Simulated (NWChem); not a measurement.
# C3H3, doublet; SMILES [C]#CC

All runs: NWChem. Spin-unrestricted. In the optimisation the excess spin sits in a (C3, its own frame). No stability test was run on the SCF state. The level has its own optimisation; frequencies are unscaled. Brackets give each atom's bonded neighbours.

Problem. Estimate the computed values for B3LYP/3-21G. Quantities: r C–C [C(C)–C(CC)] (Å); r C–C [C(CC)–C(CHHH)] (Å); r C–H (Å); highest harmonic frequency (cm⁻¹); lowest (cm⁻¹); zero-point energy (kcal/mol); dipole (D).

Solution. 
```
Item                               Result
---------------------------------  ------
r C–C [C(C)–C(CC)] (Å)              1.212
r C–C [C(CC)–C(CHHH)] (Å)           1.465
r C–H (Å)                           1.096
highest harmonic frequency (cm⁻¹)    3108
lowest (cm⁻¹)                         209
zero-point energy (kcal/mol)         27.9
dipole (D)                           1.53
```
